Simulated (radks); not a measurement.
Problem. These are the eigenvalues of the occupied orbitals of an atom or ion with whole-number occupations (eV). Calculated with a radial shooting solver on a logarithmic mesh with Libxc functionals: scalar-relativistic Kohn-Sham, PBEsol, spin-polarised, spherical densities, point nucleus.

| orbital | eigenvalue |
|---|---|
| 1s up | -14189.52 |
| 1s down | -14189.23 |
| 2s up | -1903.874 |
| 2s down | -1903.701 |
| 2p up | -1688.587 |
| 2p down | -1688.310 |
| 3s up | -303.8994 |
| 3s down | -303.5350 |
| 3p up | -235.3446 |
| 3p down | -234.9277 |
| 3d up | -121.7679 |
| 3d down | -121.2434 |
| 4s up | -60.5025 |
| 4s down | -56.8588 |
| 4p up | -44.7068 |

Which element is it, and in what charge state? The configuration may be excited. Open shells, if any, are filled with parallel spins first.

Solution. Z = 36, krypton, charge +3: Kr3+ in [Ar] 3d10 4s2 4p3. The list shows which subshells hold electrons but not how many an open one holds; the 1s level, -521.46 hartree, gives Z - s = 32.3 by -(Z - s)^2/2, which with screening and relativity narrows Z to a few neighbours, and the depths of the outer levels then fix element, charge and occupations together.
